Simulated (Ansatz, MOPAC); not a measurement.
Spectroscopic constants of LiC-, multiplicity 5 (lowest of 2S+1 = 1, 3, 5 at CCSD(T)/def2-TZVPP on PBE0 minima; our sources give no spin for the ground state, which may be another).

Constants: fifth-degree fit in 1/R to seven points, most abundant isotopes. Runs in def2 and cc sets follow the lowest solution found near the PBE0 minimum.

The values were computed with Ansatz (a program for electronic structure) with Gaussian orbitals; MOPAC for AM1 (differences of heats of formation). Values without a source in brackets are computed.

```json
[
 {"level": "AM1", "r_e (Å)": "2.037", "ω_e (cm⁻¹)": "604", "ω_e x_e (cm⁻¹)": "6.9", "α_e (cm⁻¹)": "0.013"},
 {"level": "SVWN5/def2-TZVPP", "r_e (Å)": "1.966", "ω_e (cm⁻¹)": "558", "ω_e x_e (cm⁻¹)": "7.4", "α_e (cm⁻¹)": "0.019"},
 {"level": "PBE/def2-TZVPP", "r_e (Å)": "1.998", "ω_e (cm⁻¹)": "535", "ω_e x_e (cm⁻¹)": "7.1", "α_e (cm⁻¹)": "0.018"},
 {"level": "r2SCAN/def2-TZVPP", "r_e (Å)": "2.002", "ω_e (cm⁻¹)": "536", "ω_e x_e (cm⁻¹)": "7.2", "α_e (cm⁻¹)": "0.019"},
 {"level": "B97M-V/def2-TZVPP", "r_e (Å)": "1.984", "ω_e (cm⁻¹)": "554", "ω_e x_e (cm⁻¹)": "7.3", "α_e (cm⁻¹)": "0.019"},
 {"level": "B3LYP/def2-TZVPP", "r_e (Å)": "1.991", "ω_e (cm⁻¹)": "540", "ω_e x_e (cm⁻¹)": "7.1", "α_e (cm⁻¹)": "0.019"},
 {"level": "PBE0/def2-TZVPP", "r_e (Å)": "1.986", "ω_e (cm⁻¹)": "550", "ω_e x_e (cm⁻¹)": "6.8", "α_e (cm⁻¹)": "0.018"},
 {"level": "BHLYP/def2-TZVPP", "r_e (Å)": "1.977", "ω_e (cm⁻¹)": "557", "ω_e x_e (cm⁻¹)": "7.1", "α_e (cm⁻¹)": "0.019"},
 {"level": "CAM-B3LYP/def2-TZVPP", "r_e (Å)": "1.979", "ω_e (cm⁻¹)": "552", "ω_e x_e (cm⁻¹)": "7.1", "α_e (cm⁻¹)": "0.019"},
 {"level": "wB97X-V/def2-TZVPP", "r_e (Å)": "1.999", "ω_e (cm⁻¹)": "542", "ω_e x_e (cm⁻¹)": "7.0", "α_e (cm⁻¹)": "0.018"},
 {"level": "wB97M-V/def2-TZVPP", "r_e (Å)": "1.998", "ω_e (cm⁻¹)": "532", "ω_e x_e (cm⁻¹)": "7.1", "α_e (cm⁻¹)": "0.019"},
 {"level": "B2PLYP/def2-TZVPP", "r_e (Å)": "1.988", "ω_e (cm⁻¹)": "547", "ω_e x_e (cm⁻¹)": "7.0", "α_e (cm⁻¹)": "0.019"},
 {"level": "CCSD/aug-cc-pVTZ", "r_e (Å)": "1.987", "ω_e (cm⁻¹)": "560", "ω_e x_e (cm⁻¹)": "6.9", "α_e (cm⁻¹)": "0.018"},
 {"level": "CCSD/def2-TZVPP", "r_e (Å)": "1.994", "ω_e (cm⁻¹)": "551", "ω_e x_e (cm⁻¹)": "7.0", "α_e (cm⁻¹)": "0.018"},
 {"level": "CCSD/def2-QZVPP", "r_e (Å)": "1.981", "ω_e (cm⁻¹)": "562", "ω_e x_e (cm⁻¹)": "6.8", "α_e (cm⁻¹)": "0.018"},
 {"level": "CCSD(T)/aug-cc-pVTZ", "r_e (Å)": "1.991", "ω_e (cm⁻¹)": "555", "ω_e x_e (cm⁻¹)": "6.9", "α_e (cm⁻¹)": "0.018"},
 {"level": "CCSD(T)/def2-TZVPP", "r_e (Å)": "1.995", "ω_e (cm⁻¹)": "550", "ω_e x_e (cm⁻¹)": "6.9", "α_e (cm⁻¹)": "0.018"},
 {"level": "CCSD(T)/def2-QZVPP", "r_e (Å)": "1.984", "ω_e (cm⁻¹)": "559", "ω_e x_e (cm⁻¹)": "6.8", "α_e (cm⁻¹)": "0.018"}
]
```

Correlated levels freeze the inner cores; with def2 sets outer-core shells near the valence are correlated too. The state that AM1 reach isn't checked.
